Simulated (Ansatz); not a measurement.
Mulliken charges of CH₆FInSi, SMILES `FC[SiH2][InH2]` from B3LYP/def2-TZVPP in Ansatz (PBE0-D4/def2-TZVP geometry).

| atom | x (Å) | y (Å) | z (Å) | charge (e) |
| --- | --- | --- | --- | --- |
| F1 | -1.599 | 0.366 | 0.334 | -0.269 |
| C2 | -1.027 | -0.933 | 0.387 | -0.045 |
| Si3 | 0.823 | -0.762 | -0.088 | 0.035 |
| In4 | 0.661 | 1.785 | -0.424 | 0.485 |
| H5 | -1.600 | -1.554 | -0.304 | 0.112 |
| H6 | -1.184 | -1.301 | 1.404 | 0.112 |
| H7 | 1.668 | -1.271 | 1.029 | -0.063 |
| H8 | 1.106 | -1.611 | -1.279 | -0.063 |
| H9 | 0.925 | 2.852 | 0.907 | -0.151 |
| H10 | 0.227 | 2.429 | -1.966 | -0.151 |

Q: By hand: the dipole of these point charges (1 e Å = 4.8032 D).

A: Σ q r = (0.165, -0.153, -0.017) e Å, of length 0.226 e Å = 1.09 D.

Q: How does the dipole of the full density compare? (Estimate.)

A: Computed: (0.069, -0.331, 0.032) e Å, 1.63 D; the point charges give 0.67 times that, at 37° from its direction.

Point charges leave out the atoms' own dipoles, such as those of lone pairs, and Mulliken's split depends on the basis, so the two needn't agree.

B3LYP here is the variant with VWN-RPA as its local correlation; programs differ in this.
